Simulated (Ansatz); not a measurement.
Z-matrix (Å, degrees):
```
C
O 1 1.421
H 1 1.094 2 111.6
H 1 1.091 2 107.0 3 119.1
H 1 1.094 2 111.4 3 -122.2
Ge 2 1.747 1 119.8 3 59.4
Cl 6 2.131 2 112.0 1 61.0
F 6 1.729 2 106.3 1 -52.6
Se 6 2.309 2 110.3 1 -175.1
H 9 1.471 6 89.8 2 41.8
```

The species carries charge 0 and has multiplicity 1.

(1) List the ωB97M-V/def2-TZVPP orbital energies in eV (Ansatz). (Best estimate.)

## Answers

(1) Computed: Occupied: -12368.96, -10868.69, -2772.33, -1589.25, -1424.01, -1423.99, -1423.94, -1364.36, -1212.11, -1212.09, -1212.07, -677.22, -526.73, -282.99, -262.71, -218.70, -200.20, -200.06, -200.05, -176.30, -161.64, -161.57, -161.36, -125.59, -125.55, -125.51, -61.57, -61.55, -61.37, -61.32, -61.29, -38.72, -38.46, -38.36, -38.30, -38.28, -35.07, -31.29, -26.08, -23.30, -22.09, -18.32, -16.12, -15.78, -15.54, -14.87, -14.61, -14.21, -13.47, -12.37, -12.13, -11.86, -11.57, -11.16, -10.05. Lowest empty: 0.69, 1.56, 2.78, 2.87, 3.02, 3.81, 4.72, 5.02.
